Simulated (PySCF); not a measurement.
**Assignment exercise: C₂H₁₂NPSi₃**

Molfile (atoms numbered from 1):
```
C2H12NPSi3
     RDKit          3D

 19 18  0  0  0  0  0  0  0  0999 V2000
    3.5924    0.3199    0.5076 C   0  0  0  0  0  0  0  0  0  0  0  0
    2.3592   -0.3968    0.4230 N   0  0  0  0  0  0  0  0  0  0  0  0
    1.6548   -0.3437   -0.6171 C   0  0  0  0  0  0  0  0  0  0  0  0
   -0.0007   -1.2404   -0.6936 Si  0  0  0  0  0  4  0  0  0  0  0  0
   -1.5069    0.3826   -0.9759 P   0  0  0  0  0  0  0  0  0  0  0  0
   -3.4071   -0.7011   -0.5751 Si  0  0  0  0  0  4  0  0  0  0  0  0
   -1.2235    1.5772    0.8828 Si  0  0  0  0  0  4  0  0  0  0  0  0
    3.5378    0.9909    1.3661 H   0  0  0  0  0  0  0  0  0  0  0  0
    4.3894   -0.3995    0.7012 H   0  0  0  0  0  0  0  0  0  0  0  0
    3.8294    0.8970   -0.3977 H   0  0  0  0  0  0  0  0  0  0  0  0
    1.9675    0.2590   -1.4885 H   0  0  0  0  0  0  0  0  0  0  0  0
   -0.0682   -2.0733   -1.8984 H   0  0  0  0  0  0  0  0  0  0  0  0
   -0.1912   -2.0481    0.5110 H   0  0  0  0  0  0  0  0  0  0  0  0
   -4.4768    0.2934   -0.6192 H   0  0  0  0  0  0  0  0  0  0  0  0
   -3.4173   -1.3790    0.7238 H   0  0  0  0  0  0  0  0  0  0  0  0
   -3.5595   -1.6878   -1.6414 H   0  0  0  0  0  0  0  0  0  0  0  0
    0.0475    2.2830    0.7395 H   0  0  0  0  0  0  0  0  0  0  0  0
   -1.2000    0.7537    2.0931 H   0  0  0  0  0  0  0  0  0  0  0  0
   -2.3367    2.5223    0.9515 H   0  0  0  0  0  0  0  0  0  0  0  0
  1  2  1  0
  2  3  2  0
  3  4  1  0
  4  5  1  0
  5  6  1  0
  5  7  1  0
  1  8  1  0
  1  9  1  0
  1 10  1  0
  3 11  1  0
  4 12  1  0
  4 13  1  0
  6 14  1  0
  6 15  1  0
  6 16  1  0
  7 17  1  0
  7 18  1  0
  7 19  1  0
M  END
```

Non-relativistic, one averaged value for each set of equivalent atoms, single conformer, gas phase. Structure optimised with GFN2-xTB; NMR shieldings at PBE0/pcSseg-1/GIAO; PySCF 2.14.0 with density-fitted response routines.

Scale: 13C (186.93 ppm), 1H (31.72 ppm) vs TMS (reference shieldings calculated alike).

Question: Assign these signals to the numbered atoms. 13C{1H} NMR (computed): δ 176.4, 57.9.

Answer: 
176.4 → C3, C=N carbon
57.9 → C1, methyl carbon bonded to N: deshielded by the electronegative neighbour

Question: Assign these signals to the numbered atoms. 1H NMR (600 MHz, computed): δ 8.63 (m, 1H), 4.64 (m, 2H), 4.05 (m, 6H), 3.86 (s, 3H).

Answer: 
8.63 → H11, hydrogen on a C=N carbon
4.64 → H12/H13, hydrogen on a silicon bonded to C, P
4.05 → H14/H15/H16/H17/H18/H19, hydrogen on a silicon bonded to P
3.86 → H8/H9/H10, hydrogen on a methyl carbon bonded to N: its carbon carries N, which withdraws density

Splittings by 31P in the carbon and heteronuclear signals aren't shown, as no couplings were computed. Shifts are as computed. Against solution values, carbons near 30 ppm lie about +3 ppm off and those near 130 ppm about +5 ppm. Of 1211 compounds with measured shifts, 218 miss one by over three times the rms of a fit or turn the order of signals round; such compounds aren't used in these exercises. No couplings were computed; multiplicities are counted from neighbouring protons, with m where these are inequivalent, close in shift, in a saturated or five-membered ring or joined by F or P, and br s for small geminal =CH2 splittings.
